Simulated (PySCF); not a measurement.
## How methods differ on the excitation energy of Rh²⁺

Rh²⁺ [Kr] 4d7 (4F) → Rh²⁺ [Kr] 4d6 5s1 (6D), as a difference of total energies. Computed with PySCF 2.14 in x2c-QZVPPall, with scalar relativity by spin-free X2C-1e. Correlated levels: valence: [Kr] frozen; valence and next inner shell: [Ar] 3d10 frozen. The calculations carry no spin-orbit coupling.

```json
{"method": "UHF", "excitation energy (eV)": "4.756"}
{"method": "LDA", "excitation energy (eV)": "4.975"}
{"method": "PBE", "excitation energy (eV)": "5.039"}
{"method": "PBE0", "excitation energy (eV)": "5.175"}
{"method": "r2SCAN", "excitation energy (eV)": "5.048"}
{"method": "BHandHLYP", "excitation energy (eV)": "5.364"}
{"method": "r2SCANh", "excitation energy (eV)": "5.083"}
{"method": "wB97M-V", "excitation energy (eV)": "5.615"}
{"method": "MP2 (valence)", "excitation energy (eV)": "5.340"}
{"method": "SCS-MP2 (valence)", "excitation energy (eV)": "5.875"}
{"method": "MP2 (valence and next inner shell)", "excitation energy (eV)": "4.955"}
{"method": "SCS-MP2 (valence and next inner shell)", "excitation energy (eV)": "5.325"}
```

Problem. How much does correlation contribute at MP2 (valence and next inner shell)?

Solution. 4.955 − (4.756) = 0.199 eV, measured against UHF.

A first-order spin-orbit estimate (lowest level to lowest level, LS coupling) adds 0.076 eV.

The basis was made for the ground configuration and has no added diffuse functions, so the excitation energy can come out too high.
